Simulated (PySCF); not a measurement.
# Nonlinear optical response: `O=Cc1cccc2c(-c3cccs3)cccc12`, C$_{15}$H$_{10}$OS

Molfile (atoms numbered from 1):
```
C15H10OS
     RDKit          3D

 27 29  0  0  0  0  0  0  0  0999 V2000
   -5.1594    0.0030    0.0968 O   0  0  0  0  0  0  0  0  0  0  0  0
   -4.1101    0.5960    0.1740 C   0  0  0  0  0  0  0  0  0  0  0  0
   -2.7919   -0.0384    0.0619 C   0  0  0  0  0  0  0  0  0  0  0  0
   -2.7776   -1.4157   -0.0531 C   0  0  0  0  0  0  0  0  0  0  0  0
   -1.5822   -2.1165   -0.1925 C   0  0  0  0  0  0  0  0  0  0  0  0
   -0.3908   -1.4410   -0.1706 C   0  0  0  0  0  0  0  0  0  0  0  0
   -0.3433   -0.0420   -0.0025 C   0  0  0  0  0  0  0  0  0  0  0  0
    0.8973    0.6613    0.0440 C   0  0  0  0  0  0  0  0  0  0  0  0
    2.1717   -0.0391    0.0914 C   0  0  0  0  0  0  0  0  0  0  0  0
    2.5433   -1.1100    0.8561 C   0  0  0  0  0  0  0  0  0  0  0  0
    3.8928   -1.4791    0.6806 C   0  0  0  0  0  0  0  0  0  0  0  0
    4.5386   -0.6891   -0.2146 C   0  0  0  0  0  0  0  0  0  0  0  0
    3.5165    0.5329   -0.8543 S   0  0  0  0  0  0  0  0  0  0  0  0
    0.8957    2.0391    0.0640 C   0  0  0  0  0  0  0  0  0  0  0  0
   -0.3023    2.7532    0.0962 C   0  0  0  0  0  0  0  0  0  0  0  0
   -1.5042    2.0980    0.1189 C   0  0  0  0  0  0  0  0  0  0  0  0
   -1.5645    0.6911    0.0691 C   0  0  0  0  0  0  0  0  0  0  0  0
   -4.1088    1.6859    0.3491 H   0  0  0  0  0  0  0  0  0  0  0  0
   -3.7246   -1.9354   -0.0511 H   0  0  0  0  0  0  0  0  0  0  0  0
   -1.5987   -3.1883   -0.3210 H   0  0  0  0  0  0  0  0  0  0  0  0
    0.5329   -1.9819   -0.3054 H   0  0  0  0  0  0  0  0  0  0  0  0
    1.8821   -1.5951    1.5519 H   0  0  0  0  0  0  0  0  0  0  0  0
    4.3596   -2.2964    1.2006 H   0  0  0  0  0  0  0  0  0  0  0  0
    5.5579   -0.7463   -0.5409 H   0  0  0  0  0  0  0  0  0  0  0  0
    1.8356    2.5715    0.0794 H   0  0  0  0  0  0  0  0  0  0  0  0
   -0.2730    3.8323    0.1215 H   0  0  0  0  0  0  0  0  0  0  0  0
   -2.4124    2.6763    0.1643 H   0  0  0  0  0  0  0  0  0  0  0  0
  1  2  2  0
  2  3  1  0
  3  4  2  0
  4  5  1  0
  5  6  2  0
  6  7  1  0
  7  8  2  0
  8  9  1  0
  9 10  2  0
 10 11  1  0
 11 12  2  0
 12 13  1  0
  8 14  1  0
 14 15  2  0
 15 16  1  0
 16 17  2  0
 17  3  1  0
 17  7  1  0
 13  9  1  0
  2 18  1  0
  4 19  1  0
  5 20  1  0
  6 21  1  0
 10 22  1  0
 11 23  1  0
 12 24  1  0
 14 25  1  0
 15 26  1  0
 16 27  1  0
M  END
```

Computed with quadratic response B3LYP/def2-SVPD first hyperpolarisability, Taylor convention, gas phase (PySCF 2.14.0). Geometry: GFN2-xTB.

(1) What is the first hyperpolarisability, and how does it disperse?

(2) Which lowest excitations, dipole and polarisabilities go with it?

## Answers

(1) In 10⁻³⁰ esu, Taylor convention; the vector part is βᵢ = ⅓ Σⱼ (βᵢⱼⱼ + βⱼᵢⱼ + βⱼⱼᵢ); β∥ is 3/5 of the vector part along the dipole, the dipole points from − to +:
| process | λ (nm) | β vector norm | β∥ | β HRS | depolarisation ratio |
| --- | --- | --- | --- | --- | --- |
| static β(0;0,0) | ∞ | 8.23 | 4.61 | 3.59 | 4.28 |
| second harmonic β(−2ω;ω,ω) | 1907 | 10.89 | 6.18 | 4.68 | 4.48 |
| Pockels β(−ω;ω,0) | 1907 | 9.00 | 5.06 | – | – |
| second harmonic β(−2ω;ω,ω) | 1340 | 15.22 | 8.74 | 6.47 | 4.67 |
| Pockels β(−ω;ω,0) | 1340 | 9.90 | 5.60 | – | – |

(2) S1 3.24 eV (f = 0.148); S2 3.45 eV (f = 0.000); S3 4.12 eV (f = 0.011); dipole 3.98 D; isotropic α 206.0 au static, 207.5 au at 1907 nm, 209.1 au at 1340 nm, 212.5 au at 953.5 nm, 220.8 au at 670 nm.
